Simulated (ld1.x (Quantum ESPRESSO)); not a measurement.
P (Z = 15): excitation energies, all-electron against ultrasoft

```
Element                 : P (Z = 15)
Generator               : ld1.x (Quantum ESPRESSO) 7.5
Type                    : ultrasoft
Functional              : Wu–Cohen
Relativity              : non-relativistic
Frozen core             : [Ne]
Valence charge          : 5
Reference configuration : 3s2 3p3
Partial waves           : 3s (bound): rcut 1.20, rcutus 1.40 bohr; 3s channel at 1.75 Ry: rcut 1.20, rcutus 1.40 bohr; 3p (bound): rcut 1.55, rcutus 1.85 bohr; 3p channel at 0.9 Ry: rcut 1.55, rcutus 1.85 bohr; 3d channel at 0.05 Ry: rcut 1.05, rcutus 1.45 bohr
Local potential         : all-electron potential smoothed inside 1.50 bohr (lloc = -2)
Core correction         : none
Augmentation charge     : built from norm-conserving waves at rcut, not smoothed further
```

Energies are relative to the spin-unpolarised reference configuration 3s2 3p3; without spin polarisation the order of configurations can differ from experiment.

Give the all-electron excitation energy and the error of the potential for: 3s2 3p2; 3s2 3p1; 3s2 3p0; 3s2 3p3.3; 3s0 3p5; 3s2 3p2.5; 3s1 3p3.

| valence configuration | charge | ΔE all-electron (eV) | error AE − PS (meV) |
| --- | --- | --- | --- |
| 3s2 3p2 | +1 | 9.719 | +1.5 |
| 3s2 3p1 | +2 | 28.870 | +16 |
| 3s2 3p0 | +3 | 58.638 | +75 |
| 3s2 3p3.3 | -0.3 | -1.301 | 0.0 |
| 3s0 3p5 | 0 | 16.996 | +34 |
| 3s2 3p2.5 | +0.5 | 3.768 | +0.2 |
| 3s1 3p3 | +1 | 18.731 | +5.7 |

Levels in the configuration 3s2 3p3.3:

```csv
level,all-electron (eV),pseudo (eV)
3s,-11.406,-11.406
3p,-3.214,-3.214
```
